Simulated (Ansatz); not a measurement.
`O[SiH](S)[GeH3]` and `O[SiH](F)S` differ in one atom or group.

Ansatz, PBE0-D4/def2-TZVP geometries, multiplicity 1. Each molecule was computed in one conformer, which needn't be the lowest.

Scalar relativity is left out up to krypton.

| property | `O[SiH](S)[GeH3]` |
| --- | --- |
| HOMO–LUMO gap (B3LYP/def2-TZVPP) / eV | 6.85 |
| HOMO energy (ωB97M-V/def2-TZVPP) / eV | -9.56 |
| HOMO energy (PBE0/def2-TZVPP) / eV | -7.46 |
| size of the dipole moment (PBE/def2-TZVPP) / D | 1.72 |
| LUMO energy (PBE0/def2-TZVPP) / eV | -0.17 |
| HOMO energy (PBE/def2-TZVPP) / eV | -6.30 |

Q: What does the change do to each property? (An estimate is asked.)

A: Ansatz gave: 
| property | `O[SiH](F)S` | shift |
| --- | --- | --- |
| HOMO–LUMO gap (B3LYP/def2-TZVPP) / eV | 7.46 | 0.61 |
| HOMO energy (ωB97M-V/def2-TZVPP) / eV | -10.15 | -0.59 |
| HOMO energy (PBE0/def2-TZVPP) / eV | -7.94 | -0.48 |
| size of the dipole moment (PBE/def2-TZVPP) / D | 0.79 | -0.93 |
| LUMO energy (PBE0/def2-TZVPP) / eV | 0.08 | 0.25 |
| HOMO energy (PBE/def2-TZVPP) / eV | -6.67 | -0.37 |

With PBE0 the HOMO falls by 0.48 eV and the LUMO rises by 0.25 eV, so the gap widens by about 0.73 eV. PBE moves the HOMO by -0.37 eV and ωB97M-V by -0.59 eV. Dipoles are sizes alone; their direction can turn.

B3LYP here is the variant with VWN-RPA as its local correlation; programs differ in this.
